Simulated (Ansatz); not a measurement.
Consider the substitution at a C–O bond: `[SiH3]OCCCl` + CH₃OH → `COCCCl` + `O[SiH3]`.

Calculated with Ansatz (gas phase, PBE0-D4/def2-TZVP geometries, no zero-point term in ΔE). CCSD(T)/CBS is the MP2 limit (def2-TZVPP, def2-QZVPP) plus CCSD(T) − MP2 in def2-TZVPP, frozen cores. This one scheme is used for every species. DFT in def2-TZVPP. Each species was taken in one conformer, which may not be the lowest.

`[SiH3]OCCCl`:

Z-matrix (Å, degrees):
```
Si
O 1 1.647
H 1 1.480 2 106.2
H 1 1.489 2 110.6 3 -120.0
H 1 1.489 2 110.6 3 120.0
C 2 1.409 1 122.7 3 180.0
C 6 1.510 2 107.5 1 -179.5
H 6 1.097 2 111.1 1 -59.5
H 6 1.097 2 111.1 1 60.6
Cl 7 1.777 6 109.9 2 -179.9
H 7 1.089 6 110.9 2 60.9
H 7 1.089 6 110.9 2 -60.8
```

CH₃OH:

```xyz
6

C    -0.263   -0.144    0.192
O     0.870   -0.125   -0.646
H    -0.518   -1.190    0.361
H    -1.130    0.349   -0.265
H    -0.070    0.321    1.167
H     1.112    0.789   -0.810
```

`COCCCl`:

```xyz
12

C     1.531    0.791    0.034
O     1.044   -0.496   -0.245
C    -0.196   -0.779    0.347
C    -1.344   -0.227   -0.478
Cl   -2.895   -0.642    0.289
H     1.620    0.955    1.117
H     0.899    1.582   -0.387
H     2.521    0.865   -0.416
H    -0.248   -0.382    1.370
H    -0.284   -1.866    0.404
H    -1.342   -0.659   -1.478
H    -1.307    0.859   -0.556
```

`O[SiH3]`:

Z-matrix (Å, degrees):
```
Si
O 1 1.648
H 1 1.489 2 111.7
H 1 1.489 2 111.7 3 120.9
H 1 1.481 2 105.9 3 -119.6
H 2 0.957 1 117.9 3 -60.5
```

Question: Is it downhill or uphill in electronic energy at CCSD(T)/CBS, and by how much? (Best estimate.)

Answer: Ansatz gave: Downhill: ΔE = -10.6 kJ/mol.

Question: What do these levels give: PBE-D4, r2SCAN-D4, PBE0-D4, ωB97X-V, ωB97M-V, SCS-MP2/def2-TZVPP, CCSD/def2-TZVPP, CCSD(T)/def2-TZVPP, HF/def2-QZVPP, MP2/def2-QZVPP, SCS-MP2/def2-QZVPP, CCSD/CBS(def2)? (Estimate.)

Answer: Ansatz gave: PBE-D4 -11.5, r2SCAN-D4 -12.4, PBE0-D4 -10.3, ωB97X-V -10.5, ωB97M-V -10.8, SCS-MP2/def2-TZVPP -10.9, CCSD/def2-TZVPP -10.4, CCSD(T)/def2-TZVPP -11.4, HF/def2-QZVPP -5.7, MP2/def2-QZVPP -11.8, SCS-MP2/def2-QZVPP -10.3, CCSD/CBS(def2) -9.5 kJ/mol.

Largest T1 diagnostic among the species: 0.011.

In def2-TZVPP, CCSD(T) changes the Hartree–Fock value by −5.2 kJ/mol (the triples alone add −1.0 kJ/mol) and MP2 by −6.2 kJ/mol.
